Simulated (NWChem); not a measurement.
System meant: As cation, triplet

The following NWChem deck was run.

```
start job
memory heap 200 mb stack 900 mb global 1100 mb
charge 1
geometry units angstroms noautoz
  As     0.000000     0.000000     0.000000
end
basis spherical
  * library def2-svp
end
dft
  odft
  mult 3
  xc xpbe96 cpbe96
  iterations 4
  mulliken
end
task dft energy
```

End of the output:

```
    Atom       Charge   Shell Charges
 -----------   ------   -------------------------------------------------------
    1 As  33    32.00   2.00  2.00  1.98  1.34  0.68  5.99  5.77  1.26  0.98  7.81  2.04  0.15

     ------------------------------------------
      Spin Density - Lowdin Population Analysis
     ------------------------------------------

    Atom       Charge   Shell Charges
 -----------   ------   -------------------------------------------------------
    1 As  33     2.00  -0.00 -0.00  0.00  0.00  0.00  0.00  0.06  0.96  0.98 -0.02  0.01  0.01

   alpha - beta orbital overlaps
   -----------------------------

   alpha      1      2      3      4      5      6      7      8      9     10
    beta      1      2      3      4      5      6      7      8      9     10
 overlap   1.000  1.000  1.000  0.979  0.979  1.000  1.000  0.998  0.998  1.000

   alpha     11     12     13     14     15     16     17     18     19     20
    beta     11     12     13     14     15     17     18     16     19     25
 overlap   0.866  0.866  1.000  1.000  0.999  0.983  0.983  1.000  1.000  0.998

   alpha     21     22     23     24     25     26     27     28     29     30
    beta     24     22     21     20     23     26     27     28     30     29
 overlap   0.998  0.903  0.903  0.999  1.000  0.985  0.985  1.000  0.910  0.910

   alpha     31     32
    beta     32     31
 overlap   1.000  1.000

     --------------------------
     Expectation value of S2:
     --------------------------
      <S2> =      2.0017 (Exact =     2.0000)

 ------------------------------------------------------------------------
 dft energy failed                                                                                  0
 ------------------------------------------------------------------------
 ------------------------------------------------------------------------
  current input line :
    17: task dft energy
 ------------------------------------------------------------------------
 ------------------------------------------------------------------------
 This type of error is most commonly associated with calculations not reaching convergence criteria
 ------------------------------------------------------------------------
 For more information see the NWChem manual at https://nwchemgit.github.io

0:dft energy failed:Received an Error in Communication
```

What is wrong, and how is it mended?

The run did not converge; its last values are not results. Cause: the SCF was allowed too few iterations. This input runs:
```
start job
memory heap 200 mb stack 900 mb global 1100 mb
charge 1
geometry units angstroms noautoz
  As     0.000000     0.000000     0.000000
end
basis spherical
  As library def2-svp
end
dft
  odft
  mult 3
  xc xpbe96 cpbe96
  iterations 150
  mulliken
end
task dft energy
```
It converges to -2234.83166 Ha (PBE/def2-SVP, spin-unrestricted).
